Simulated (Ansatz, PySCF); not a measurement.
Pulling on the B1–H5 bond in C2H3B (SMILES BC#C) (multiplicity 1 held, fragments rigid). Energies count from the point at 1.189 Å.
Geometry at that point (charge 0, multiplicity 1):
```xyz
6

B     -1.19336    -0.05181    -0.71503
C      0.09243     0.00401     0.05538
C      1.12929     0.04903     0.67664
H      2.04114     0.08862     1.22300
H     -1.95464     0.86080    -0.66658
H     -1.44998    -1.00862    -1.37338
```

R- and RO- levels are restricted; in cc, def2 and unpolarised 6-31G sets they are followed outwards from rest. U- levels take the lowest unrestricted solution at each point, which mixes spins at long bonds. Active spaces are followed from a long bond inwards. Curves can end on different states.

Correlated levels freeze the cores. Rows in 6-31G* carry no dispersion term and start afresh at each structure (6-31G* with six Cartesian d functions).

The values were computed with Ansatz (Gaussian basis) for Hartree–Fock, density functionals and correlated methods; PySCF for 6-31G* rows. Values without a source in brackets are computed.

```
level                                energy at R = 3.806 Å (kJ/mol)
-----------------------------------  ------------------------------
U-HF/6-31G*                                                   362.3
U-PBE/cc-pVTZ                                                 430.2
R-r2SCAN/cc-pVTZ                                              560.1
R-B3LYP/6-31G*                                                590.1
R-wB97X-V/cc-pVTZ                                             662.3
U-wB97X-V/cc-pVTZ                                             455.2
U-SCS-MP2/cc-pVTZ                                               [?]
U-CCSD(T)/cc-pVTZ                                             449.9
FIC-MRCISD+Q on CASSCF(2,2)/cc-pVTZ                           447.8
```

Task: What belongs in the gaps?

Result: 
- U-SCS-MP2/cc-pVTZ, energy at R = 3.806 Å (kJ/mol): 470.7

Doubts at one or more of the structures used: a spin-contaminated determinant (U-HF/6-31G*, U-PBE/cc-pVTZ, U-wB97X-V/cc-pVTZ, U-SCS-MP2/cc-pVTZ, U-CCSD(T)/cc-pVTZ); a restricted determinant that unrestricted orbitals would lower (R-r2SCAN/cc-pVTZ, R-B3LYP/6-31G*, R-wB97X-V/cc-pVTZ).

Ansatz is a program for electronic structure.
